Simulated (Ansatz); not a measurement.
C2H4ClInSi (`C#[C][In]([SiH3])[Cl]`). The species carries charge 0 and has multiplicity 1. In: def2 effective core potential. All single points use the PBE0-D4/def2-TZVP geometry.

```xyz
9

C    -0.499    0.505   -3.164
C    -0.190    0.598   -1.999
In    0.310    0.683    0.021
Si    0.016   -0.998    1.914
Cl    1.290    2.735    0.574
H    -0.768    0.435   -4.194
H     1.010   -0.726    2.982
H     0.189   -2.383    1.403
H    -1.358   -0.850    2.462
```

Q: What is the dipole moment at B3LYP/def2-TZVPP? (Best estimate.)

A: Ansatz gave: 3.05 D, with components (-1.16, -2.82, -0.03) D in this frame, pointing from negative to positive charge.

Q: And with PBE, r2SCAN, ωB97M-V? (Best estimate.)

A: The calculation gave: PBE 2.90 D, r2SCAN 3.06 D, ωB97M-V 3.06 D.

Q: Give the Mulliken charges with B3LYP, r2SCAN, PBE in def2-TZVPP. (Estimate.)

A: Computed: 
```
atom  B3LYP  r2SCAN    PBE
  C1   0.13    0.01   0.10
  C2  -0.59   -0.48  -0.47
 In3   0.64    0.69   0.59
 Si4   0.08    0.10   0.00
 Cl5  -0.39   -0.40  -0.37
  H6   0.24    0.22   0.21
  H7  -0.03   -0.04  -0.02
  H8  -0.04   -0.05  -0.02
  H9  -0.04   -0.05  -0.02
```

B3LYP here is the variant with VWN-RPA as its local correlation; programs differ in this.
